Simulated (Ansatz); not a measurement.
Calculated with Ansatz (gas phase, PBE0-D4/def2-TZVP geometries, no zero-point term in ΔE). CCSD(T)/CBS adds triple-zeta CCSD(T) − MP2 to the extrapolated MP2 energy (def2 sets, frozen cores). This one scheme is used for every species. Functionals use def2-TZVPP. HSE06 is defined as in plane-wave codes. def2 core potentials past Kr. For W outer-core shells are correlated without core-valence functions, which leaves a few kJ/mol of doubt a bond. One conformer a species, not always the lowest.

Consider the ligand exchange at a W–Cl bond: `C[N]=[W](=[O])([F])[Cl]` + CH₃OH → `C[N]=[W](=[O])([F])[O]C` + HCl.

```
         level  ΔE (eV)
        PBE-D4     0.18
     r2SCAN-D4     0.17
       ωB97M-V     0.16
      PBE-QIDH     0.24
          BLYP     0.15
         HSE06     0.23
 CCSD/def2-SVP     0.06
MP2/def2-TZVPP     0.27
```

What does CCSD(T)/CBS give? (Best estimate.)

Computed: +0.19 eV. The listed levels differ from it by -0.01, -0.02, -0.03, 0.05, -0.04, 0.04, -0.13, 0.08 eV.

Largest T1 diagnostic among the species: 0.020, so the coupled-cluster value is less sure than usual.

At CCSD(T), def2-SVP lies −0.13 eV from the extrapolated value and def2-TZVPP −0.05 eV. Leaving LDA and LC-ωPBE aside and taking each functional with its dispersion term where it has one, the values, not all of them listed here, spread over 0.16 eV, from CAM-B3LYP-D4 to PBE-QIDH. LDA lies −0.08 eV from PBE without D4. The D4 term adds −0.03 eV with B3LYP and −0.02 eV with PBE0; it sums over pairs of atoms, weighted by their polarisabilities, and B3LYP, whose exchange is more repulsive, gets the larger term.

B3LYP here is the variant with VWN-RPA as its local correlation; programs differ in this.
